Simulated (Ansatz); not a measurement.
System: C$_{3}$H$_{10}$GeN (charge 0, doublet). SMILES: CC[N](C)[GeH2]
Structure (B3LYP-D3(BJ)/def2-TZVP (Ansatz, a program for electronic structure) minimum search):
```
N
C 1 1.4513
H 2 1.0891 1 110.59
H 2 1.0960 3 108.01 1 -120.18
H 2 1.0986 3 108.46 4 -116.14
C 1 1.4547 2 112.06 3 179.51
H 6 1.0980 1 107.32 2 54.93
H 6 1.1012 7 105.78 1 117.51
C 6 1.5186 7 109.15 8 117.71
H 9 1.0904 6 111.18 7 64.11
H 9 1.0909 10 108.39 6 120.51
H 9 1.0914 10 108.17 11 116.48
Ge 1 1.8691 2 118.03 3 26.03
H 13 1.5583 1 106.08 2 -153.52
H 13 1.5601 14 107.80 10 -125.72
```
Charge 0, spin multiplicity 2.

Property: atomisation energy, in kcal/mol. Conventions: frozen cores in correlated levels (noble-gas shells and the d and f shells of earlier blocks); spin-orbit terms left out; open shells spin-unrestricted; non-relativistic; 6-31G* and kin with 6d, 5d where marked; atomisation electronic, to ground-state atoms; LANL2DZ with its own core potentials from Na on. Ab initio and DFT rows: single points at B3LYP-D3(BJ) geometries (Ansatz).

```csv
level,program,atomisation energy (kcal/mol)
MP2/STO-3G,Ansatz,1308.9
MP2/3-21G,Ansatz,1085.4
MP2/LANL2DZ,Ansatz,1057.3
MP2/6-31G*,Ansatz,1140.3
MP2/6-31G* with LANL2DZ past Ar,Ansatz,1134.5
```

No value to compare with is used here. The 5 habitual levels span 1057.3 (MP2/LANL2DZ) to 1308.9 kcal/mol (MP2/STO-3G).

The sets are all those run for this method; left out are runs that failed, that the program found above a lower state of the same kind, or whose <S^2> lies over 0.5 above the pure value.
